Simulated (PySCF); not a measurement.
Geometry (Å), atoms numbered from 1 in this order:
```xyz
11

C    -1.594   -0.408   -0.065
Al   -0.113    0.875   -0.197
N     1.533   -0.319    0.146
F     0.144    1.874    1.148
H    -1.619   -0.921    0.913
H    -1.550   -1.186   -0.847
H    -2.572    0.090   -0.180
H     0.302    1.540   -1.595
H     1.442   -0.811    1.036
H     1.693   -1.018   -0.581
H     2.371    0.262    0.205
```

Geometry: PBE0-D3(BJ)/def2-SVP; GIAO absolute shieldings from PySCF 2.14, gas phase, non-relativistic, averaged over equivalent atoms.

At PBE0/def2-SVP (95 basis functions, 9.1 s wall time on 1 thread of an Arm Neoverse N1, shared host):
| atoms | σ (ppm) |
| --- | --- |
| C1 | 203.8 |
| Al2 | 473.6 |
| N3 | 238.5 |
| F4 | 362.4 |
| H8 | 27.19 |
| H9/H10/H11 | 29.78 |
| H5/H6/H7 | 32.27 |

Q: Estimate the result of repeating the calculation with BLYP/pcSseg-2.

A: 
| atoms | σ at BLYP/pcSseg-2 | change |
| --- | --- | --- |
| C1 | 187.4 | -16.4 |
| Al2 | 409.4 | -64.2 |
| N3 | 220.6 | -17.9 |
| F4 | 351.0 | -11.4 |
| H8 | 27.11 | -0.08 |
| H9/H10/H11 | 29.68 | -0.10 |
| H5/H6/H7 | 32.18 | -0.09 |

The largest change is at Al2 (aluminium bonded to C, F, N, H). Cost: 249 basis functions, 24 s wall time on 1 thread of an Arm Neoverse V2, shared host.
